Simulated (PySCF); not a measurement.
Compound: C3H7NSi.
SMILES: `C[SiH](C)C#N`

The closed-shell ground state was solved at several levels (PySCF, density fitting, gas phase, non-relativistic). Geometry: PBE0-D3(BJ)/def2-SVP; no solvent, vibrations or thermal averaging.

| level | basis functions | HOMO (eV) | LUMO (eV) | gap (eV) | dipole (D) |
| --- | --- | --- | --- | --- | --- |
| LDA/def2-SVPD | 160 | -8.10 | -1.45 | 6.65 | 4.34 |
| PBE0/def2-SVP | 109 | -9.16 | 0.04 | 9.20 | 4.06 |
| PBE/def2-SVPD | 160 | -7.95 | -1.23 | 6.72 | 4.21 |
| PBE0/6-31+G* | 108 | -9.21 | -0.41 | 8.80 | 4.33 |
| wB97X-D/pcSseg-2 | 285 | -11.11 | 1.44 | 12.55 | 4.27 |
| HF/def2-SVPD | 160 | -12.35 | 2.18 | 14.53 | 4.40 |
| PBE0/pcSseg-0 | 63 | -9.51 | 0.01 | 9.52 | 4.19 |
| PBE0/6-31G* | 88 | -9.01 | 0.16 | 9.17 | 4.14 |
| OPBE/pcSseg-2 | 285 | -7.92 | -1.13 | 6.79 | 4.18 |

(1) Estimate the row for KT3/pcSseg-2, a basis of 285 functions; the other rows only guide the guess.

(2) Over all these levels, which gives the widest orbital gap and which the narrowest?

(3) How much does the basis alone move the frontier levels among the 4 PBE0 rows?

(4) How far do the dipole and the HOMO energy spread over the levels?

Results:

(1) HOMO -7.98 eV, LUMO -1.25 eV, gap 6.73 eV, dipole 4.15 D.

(2) HF/def2-SVPD (Hartree–Fock, all exact exchange) has the widest, 14.53 eV, and LDA/def2-SVPD (LDA) the narrowest, 6.65 eV. The two share the basis. From the narrowest to the widest the HOMO moves by -4.25 eV and the LUMO by +3.63 eV.

(3) The HOMO by 0.50 eV and the LUMO by 0.57 eV. By rising basis size (HOMO, LUMO in eV): pcSseg-0 -9.51, 0.01; 6-31G* -9.01, 0.16; 6-31+G* -9.21, -0.41; def2-SVP -9.16, 0.04.

(4) The dipole runs from 4.06 to 4.40 D (mean 4.23 D) and the HOMO from -12.35 to -7.92 eV.
